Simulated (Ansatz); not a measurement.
Reaction (redistribution): `[CH3][In]([F])[SH]` + `B[CH2][GeH2][Cl]` → `[CH3][In]([SH])[Cl]` + `B[CH2][GeH2][F]`

Computed with Ansatz on PBE0-D4/def2-TZVP structures; ΔE is electronic, products minus reactants. CCSD(T)/CBS is the MP2 limit (def2-TZVPP, def2-QZVPP) plus CCSD(T) − MP2 in def2-TZVPP, frozen cores. Functionals use def2-TZVPP. Elements past krypton have def2 core potentials. For Ge, In outer-core shells are correlated without core-valence functions, which leaves a few kJ/mol of doubt a bond. Scalar relativity is left out up to krypton. One conformer a species, not always the lowest.

CCSD(T)/CBS gives -9.3 kcal/mol.

(1) Another level gave -9.2 kcal/mol. Which?
A. PBE0-D4/def2-TZVPP
B. SCS-MP2/def2-TZVPP
C. PBE-D4/def2-TZVPP
D. HF/def2-TZVPP

Largest T1 diagnostic among the species: 0.014.

## Answers

(1) A. PBE0-D4 -9.2, PBE-D4 -7.9, SCS-MP2/def2-TZVPP -10.3, HF/def2-TZVPP -12.8 kcal/mol.

From PBE to PBE0 (25 % exact exchange), in def2-TZVPP and without D4, ΔE moves by −1.3 kcal/mol. In def2-TZVPP, CCSD(T) changes the Hartree–Fock value by +2.8 kcal/mol (the triples alone add +0.4 kcal/mol) and MP2 by +2.8 kcal/mol.

CCSD(T)/CBS has its own doubt, a few kJ/mol and more with outer-core shells, so smaller differences from it don't rank the levels.
